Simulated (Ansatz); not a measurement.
Basis-set series for `[SiH2]1[GeH2][GeH2]1`. The species carries charge 0 and has multiplicity 1. Geometry: relaxed with PBE0-D4/def2-TZVP.

Z-matrix (Å, degrees):
```
Si
Ge 1 2.378
Ge 1 2.378 2 61.6
H 1 1.484 2 118.5 3 -108.9
H 1 1.484 2 118.4 3 108.8
H 2 1.532 1 118.9 3 -107.6
H 2 1.532 1 118.9 3 107.5
H 3 1.532 1 118.9 2 107.6
H 3 1.532 1 118.9 2 -107.5
```

```
functional       basis  functions  energy (Eh)  HOMO (eV)  LUMO (eV)
   PBE0-D4    def2-SVP        112  -4445.81855      -6.68      -0.59
   PBE0-D4  def2-QZVPP        428  -4446.54401      -6.68      -0.70
   ωB97M-V    def2-SVP        112  -4446.18275      -8.56       1.34
   ωB97M-V  def2-QZVPP        428  -4446.90469      -8.59       0.91
```

Q: Give the rows for def2-TZVPP. (An estimate is asked.)

A: The calculation gave: 
```tsv
functional	basis	functions	energy (Eh)	HOMO (eV)	LUMO (eV)
PBE0-D4	def2-TZVPP	222	-4446.44469	-6.68	-0.67
ωB97M-V	def2-TZVPP	222	-4446.80828	-8.59	1.20
```

Positive LUMOs are unbound and depend on the basis. Scalar relativity is left out up to krypton.

Results of the Gaussian-basis code of Ansatz.
